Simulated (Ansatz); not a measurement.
XCu4: gap (eV) at several levels, gas phase, relaxed structures; Ansatz. Clusters are the lowest isomers that short searches found in that spin, judged at the geometry's level. Core potentials for La in the def2 sets, no spin–orbit coupling. HOMO and LUMO are taken over both spins. The structures are stationary points that may keep the symmetry of their start.

```
species    state            geometry  PBE-D4/def2-SVP  PBE-D4/def2-TZVP  PBE-D4/def2-TZVPD  r2SCAN-D4/def2-TZVPD  PBE0-D4/def2-SVP  PBE0-D4/def2-TZVPD
  GaCu4  doublet   B3LYP-D4/def2-SVP             0.42              0.43               0.43                  0.78              1.85                1.89
  LaCu4  doublet  r2SCAN-D4/def2-SVP             0.51              0.54               0.54                  0.98              1.75                1.84
```

Problem. Estimate the rows for Cu4B (doublet, B3LYP-D4/def2-SVP geometry).

Solution. 
```csv
species,state,geometry,PBE-D4/def2-SVP,PBE-D4/def2-TZVP,PBE-D4/def2-TZVPD,r2SCAN-D4/def2-TZVPD,PBE0-D4/def2-SVP,PBE0-D4/def2-TZVPD
Cu4B,doublet,B3LYP-D4/def2-SVP,0.43,0.45,0.44,0.79,2.03,2.10
```

Over the 3 species that have every level, the mean is 0.45 at PBE-D4/def2-SVP, 0.47 at PBE-D4/def2-TZVP, 0.47 at PBE-D4/def2-TZVPD, 0.85 at r2SCAN-D4/def2-TZVPD, 1.88 at PBE0-D4/def2-SVP, 1.94 at PBE0-D4/def2-TZVPD. Orbital gaps grow with the share of exact exchange and aren't one observable across functionals.
